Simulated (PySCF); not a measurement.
SeF3, SMILES F[Se](F)F, multiplicity 2. Coordinates come from a PBE-D3(BJ)/def2-SVP optimisation. The multiplicity is an assumed one; other spin states were not compared. The isomer is the one that the SMILES or the coordinates give; other isomers of the formula were not compared.

Task: Give the equilibrium geometry at PBE-D3(BJ)/def2-SVP (PySCF confirms it by a frequency run) as bond lengths and angles, and its point group. (An estimate is asked for; the answer gives what the named calculation found.)

Result: point group C2v.
Atoms: Se1 F2 F3 F4. Bonded distances (Å): Se1–F2 1.831, Se1–F3 1.831, Se1–F4 1.757. Bond angles (°): F2–Se1–F3 174.7, F2–Se1–F4 87.4, F3–Se1–F4 87.4.
Charge 0, spin multiplicity 2.
